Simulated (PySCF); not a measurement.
# Correlation energy of P²⁺ (phosphorus, charge +2)

[Ne] 3s2 4s1, 2S determinant (an excited configuration). Computed with PySCF 2.14 in x2c-QZVPPall with one added diffuse shell each of s, p, d, f type (10s7p5d3f1g, 86 functions), with scalar relativity by spin-free X2C-1e. Frozen: 1s2; 11 electrons correlated.

MP2 pair energies summed by pair of shells (mhartree):

```
 pair   energy  share (%)
2p-2p  -119.70       50.2
3s-3s   -36.45       15.3
2s-2p   -32.37       13.6
2p-3s   -26.04       10.9
3s-4s   -12.84        5.4
2s-2s    -5.82        2.4
2s-3s    -2.70        1.1
2p-4s    -2.23        0.9
2s-4s    -0.22        0.1
```

Total MP2 correlation energy: -238.38 mhartree.

Same-spin part -62.28 and opposite-spin part -176.09 mhartree; SCS-MP2 scales them by 1/3 and 6/5 to -232.07 mhartree.

This basis was not built for core-valence correlation, so the inner-shell part is incomplete.
